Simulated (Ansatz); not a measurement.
A made-up structure of CHISi, closed shell:

```xyz
4
angstrom
Si -0.2855 -0.7870 1.5272
C -0.0066 0.0107 -0.4756
I 0.5961 1.4508 0.2028
H -0.3040 -0.6745 -1.2545
```

It is relaxed with PBE-D4/def2-SVP and then PBE0-D4/def2-TZVP (Ansatz 0.2.0). Atoms count as bonded within 1.22 times the sum of their covalent radii (H–H: 0.88 Å). The end point is not checked to be a true minimum.

(1) Does its bonding change? (Judge from chemistry; the calculation decides.)

Answers

(1) By the calculation: No: no bond forms or breaks.

Where it ends: The first stage lowers the energy by 4.31 eV in 9 steps. It ends as CHISi ([CH]1[Si][I]1):
Si1  (-0.251, -0.696, 1.398)
C2  (-0.154, -0.361, -0.268)
I3  (0.657, 1.601, 0.199)
H4  (-0.252, -0.543, -1.328)
(Å)

Labels in which every atom is bracketed show which atoms are joined, not bond orders.

For scale, one of the runs: PBE0-D4/def2-TZVP relaxation, 124 basis functions, launched by `ansatz run in.yaml --threads 2 --pin off --events-out ev --progress --plain --max-ram 4352MiB`. The run took about 17 s on 2 CPU threads of an Arm Neoverse V2 (shared host).
